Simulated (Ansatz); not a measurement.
Calculated with Ansatz (gas phase, PBE0-D4/def2-TZVP geometries, no zero-point term in ΔE). CBS: MP2 limit from def2 TZ/QZ plus the TZ coupled-cluster correction, frozen cores. This one scheme is used for every species. DFT in def2-TZVPP. B3LYP here is the variant with VWN-RPA as its local correlation; programs differ in this. One conformer a species, not always the lowest.

Reaction (ligand exchange at a B–O bond): `SB[O][AlH][Cl]` + `O[SiH2]F` → `F[SiH2]OBS` + `[OH][AlH][Cl]`

(1) Is it downhill or uphill in electronic energy at CCSD(T)/CBS, and by how much? (Estimate.)

(2) What do these levels give: B3LYP-D4, ωB97X-V, ωB97M-V, B2PLYP, B3LYP, HF/def2-TZVPP, MP2/def2-TZVPP, SCS-MP2/def2-TZVPP, SCS-MP2/def2-QZVPP, HF/CBS(def2), MP2/CBS(def2), CCSD/CBS(def2)? (Estimate.)

Largest T1 diagnostic among the species: 0.013.

Answers

(1) Ansatz gave: Uphill: ΔE = +0.07 eV.

(2) Computed: B3LYP-D4 0.06, ωB97X-V 0.07, ωB97M-V 0.07, B2PLYP 0.08, B3LYP 0.09, HF/def2-TZVPP 0.13, MP2/def2-TZVPP 0.07, SCS-MP2/def2-TZVPP 0.08, SCS-MP2/def2-QZVPP 0.08, HF/CBS(def2) 0.13, MP2/CBS(def2) 0.07, CCSD/CBS(def2) 0.08 eV.

In def2-TZVPP, CCSD(T) changes the Hartree–Fock value by −0.05 eV (the triples alone add −0.01 eV) and MP2 by −0.06 eV. The D4 term adds −0.03 eV with B3LYP and −0.02 eV with PBE0; it sums over pairs of atoms, weighted by their polarisabilities, and B3LYP, whose exchange is more repulsive, gets the larger term.
